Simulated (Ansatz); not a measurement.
CH4N (SMILES C[NH]) moved off its minimum; all values from Ansatz (a program for electronic structure), cores frozen in correlated methods. Open shells are unrestricted.
(charge 0, multiplicity 2)
```xyz
6

C     -0.7241     0.1545     0.1030
N      0.7819    -0.2279    -0.1400
H     -0.7339     0.2245     1.2301
H     -1.3376    -0.5253    -0.3495
H     -0.7208     1.1306    -0.1806
H      1.3685     0.3095     0.2195
```

Forces at MP2/cc-pVTZ (eV/Å):

```tsv
atom	Fx	Fy	Fz
C1	6.241	-0.451	3.654
N2	-8.937	-7.211	-4.792
H3	-0.815	-0.525	-1.093
H4	-1.516	-1.434	-0.981
H5	-0.992	2.777	-1.342
H6	6.020	6.844	4.554
```

### Question
Give the forces (eV/Å), the total energy and the dipole at CCSD(T)/cc-pVTZ.

### Answer

```csv
atom,Fx,Fy,Fz
C1,6.028,-0.433,3.592
N2,-8.724,-7.340,-4.875
H3,-0.818,-0.508,-0.938
H4,-1.573,-1.492,-1.016
H5,-0.992,2.868,-1.357
H6,6.079,6.904,4.594
```
Energy -94.9791 hartree, dipole 1.92 D.
